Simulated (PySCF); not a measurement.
HP, SMILES [PH], multiplicity 3.

Coordinates come from a PBE0-D3(BJ)/def2-TZVPD optimisation.

Two levels are set side by side: PBE/def2-TZVPD (PySCF) and ωB97X/def2-TZVPD (PySCF). Same geometry, gas phase. Differences are taken from unrounded values.

```json
[
 {"quantity": "α-spin orbital gap (eV)", "PBE": "5.79"},
 {"quantity": "β-spin orbital gap (eV)", "PBE": "3.95"},
 {"quantity": "dipole moment (D)", "PBE": "0.42"},
 {"quantity": "mean polarisability (bohr³)", "PBE": "28.2"}
]
```

Task: These are the PBE values. What does ωB97X give? (The exact figures need the calculation; the answer reports its results.)

Result: 
```tsv
quantity	ωB97X	PBE minus ωB97X
α-spin orbital gap (eV)	11.82	-6.03
β-spin orbital gap (eV)	10.31	-6.36
dipole moment (D)	0.50	-0.08
mean polarisability (bohr³)	27.3	1.0
```

Loosely held outer electrons make PBE densities more polarisable. Differences between two approximate levels are no errors against the true value.

Rough cost on one machine, each run with all the roots and properties that it gave: ωB97X against PBE within a factor of 2.
